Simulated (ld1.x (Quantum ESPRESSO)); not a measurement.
## Which change was made? (Sc, TM)

| Item | Value |
| --- | --- |
| Element | scandium |
| Generator | ld1.x (Quantum ESPRESSO) 7.5 |
| Type | norm-conserving Troullier–Martins (Kleinman–Bylander form) |
| Functional | PBEsol |
| Relativity | scalar-relativistic |
| Frozen core | [Ne] |
| Valence charge | 11 |
| Reference configuration | 3s2 3p6 3d1 4s1.75 4p0.25 |
| Partial waves | 3p (bound): rc 1.00 bohr; 3d (bound): rc 2.55 bohr; 3s (bound): rc 1.55 bohr |
| Local potential | the s channel |
| Core correction | none |

Occupied shells without a wave of their own: 4p, 4s. They enter only through the test configuration that unscreens the potential.

Cutoffs, loose and tight: the cutoffs (Ry, on a coarse ladder) from which the occupation-weighted sum of valence levels, in a spherical-Bessel basis at the reference potential, stays within 10 and 1 mRy of its value at 400 Ry. They do not see the model core or the augmentation charge, which bear on the density cutoff. Test errors are all-electron minus pseudo excitation energies from the reference, over the configurations 3s2 3p6 3d1 4s2 4p0; 3s2 3p6 3d1 4s1 4p0; 3s2 3p6 3d1 4s0 4p0; 3s2 3p6 3d1 4s1.5 4p0; 3s2 3p6 3d1 4s0 4p1; 3s2 3p6 3d2 4s0 4p0; 3s2 3p6 3d0 4s2 4p0; variants that change the core or the reference have their own tests.

The base gives: outcome: generated, misses its reference levels by 0.29 eV; cutoff, loose: 70 Ry; cutoff, tight: 140 Ry; bound ghosts: none; largest test error (meV): -949.

Problem. After one change the result is: outcome: generated; cutoff, loose: 80 Ry; cutoff, tight: 140 Ry; bound ghosts: none; largest test error (meV): -326. Which change was it?
A. wave 3s (bound): rc 1.55 bohr becomes 3s (bound): rc 1.02 bohr
B. wave 3s (bound): rc 1.55 bohr becomes 3s (bound): rc 1.28 bohr
C. wave 3s (bound): rc 1.55 bohr becomes 3s (bound): rc 1.42 bohr
D. wave 3s (bound): rc 1.55 bohr becomes 3s (bound): rc 1.94 bohr

Solution. B. The others give: wave 3s (bound): rc 1.55 bohr becomes 3s (bound): rc 1.94 bohr → outcome: generated, misses its reference levels by 0.84 eV; cutoff, loose: 70 Ry; cutoff, tight: 120 Ry; bound ghosts: none; largest test error (meV): -2688 | wave 3s (bound): rc 1.55 bohr becomes 3s (bound): rc 1.02 bohr → outcome: generated; cutoff, loose: 110 Ry; cutoff, tight: 180 Ry; bound ghosts: none; largest test error (meV): +179 | wave 3s (bound): rc 1.55 bohr becomes 3s (bound): rc 1.42 bohr → outcome: generated, misses its reference levels by 0.19 eV; cutoff, loose: 80 Ry; cutoff, tight: 140 Ry; bound ghosts: none; largest test error (meV): -612.
